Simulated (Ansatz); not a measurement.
One change: `C/C=C\BN` becomes `C/C=C/N`.

Ansatz, PBE0-D4/def2-TZVP geometries, multiplicity 1. Each molecule was computed in one conformer, which needn't be the lowest.

```tsv
property	`C/C=C\BN`
HOMO–LUMO gap (PBE0/def2-TZVPP) / eV	6.56
LUMO energy (ωB97M-V/def2-TZVPP) / eV	1.51
HOMO energy (B3LYP/def2-TZVPP) / eV	-6.85
LUMO energy (PBE0/def2-TZVPP) / eV	-0.52
HOMO energy (ωB97M-V/def2-TZVPP) / eV	-9.27
HOMO–LUMO gap (ωB97M-V/def2-TZVPP) / eV	10.78
```

Q: What does the change do to each property? (An estimate is asked.)

A: Ansatz gave: 
```json
{"property": "HOMO–LUMO gap (PBE0/def2-TZVPP) / eV", "`C/C=C/N`": "6.88", "shift": "0.32"}
{"property": "LUMO energy (ωB97M-V/def2-TZVPP) / eV", "`C/C=C/N`": "2.65", "shift": "1.14"}
{"property": "HOMO energy (B3LYP/def2-TZVPP) / eV", "`C/C=C/N`": "-5.52", "shift": "1.33"}
{"property": "LUMO energy (PBE0/def2-TZVPP) / eV", "`C/C=C/N`": "1.17", "shift": "1.69"}
{"property": "HOMO energy (ωB97M-V/def2-TZVPP) / eV", "`C/C=C/N`": "-7.92", "shift": "1.35"}
{"property": "HOMO–LUMO gap (ωB97M-V/def2-TZVPP) / eV", "`C/C=C/N`": "10.57", "shift": "-0.21"}
```

With PBE0 the HOMO rises by 1.37 eV and the LUMO rises by 1.69 eV, so the gap widens by about 0.32 eV. PBE moves the HOMO by 1.40 eV and ωB97M-V by 1.35 eV. The zero-point energy changes by -36.6 kJ/mol with -6 modes.

B3LYP here is the variant with VWN-RPA as its local correlation; programs differ in this.
